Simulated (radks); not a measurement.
Problem. Species: neutral niobium. Configuration: [Kr] 4d4 5s1 (the NIST ground configuration). Calculated with a radial shooting solver on a logarithmic mesh with Libxc functionals: scalar-relativistic Kohn-Sham, Slater X-alpha with alpha = 0.854, spin-polarised, spherical densities, point nucleus; open shells are filled with parallel spins first (spin-orbit coupling, left out, can overturn this in heavy ions). Some entries of the table are withheld. Estimate them.

orbital  occ.  eigenvalue (hartree)  <r^2> (bohr^2)
1s down     1             -693.7505        0.001755
1s up       1             -693.7504        0.001755
2s up       1             -97.54371         0.02932
2s down     1             -97.52748         0.02931
2p up       3             -87.33149         0.02302
2p down     3             -87.31917         0.02302
3s up       1             -16.40984          0.2232
3s down     1             -16.39772          0.2230
3p up       3             -13.04344          0.2285
3p down     3             -13.03020          0.2282
3d up       5              -7.50465          0.2212
3d down     5              -7.48671          0.2206
4s up       1              -2.24308           1.506
4s down     1              -2.13262           1.470
4p up       3                   (1)             (2)
4p down     3                   (3)             (4)
5s up       1              -0.19540             (5)
4d up       4              -0.18595           5.278
5s down     0              -0.02099             (6)
4d down     0              -0.01433           5.776

Solution. 
(1) 4p up eigenvalue (hartree): -1.36186
(2) 4p up <r^2> (bohr^2): 1.922
(3) 4p down eigenvalue (hartree): -1.23516
(4) 4p down <r^2> (bohr^2): 1.850
(5) 5s up <r^2> (bohr^2): 13.48
(6) 5s down <r^2> (bohr^2): 29.73
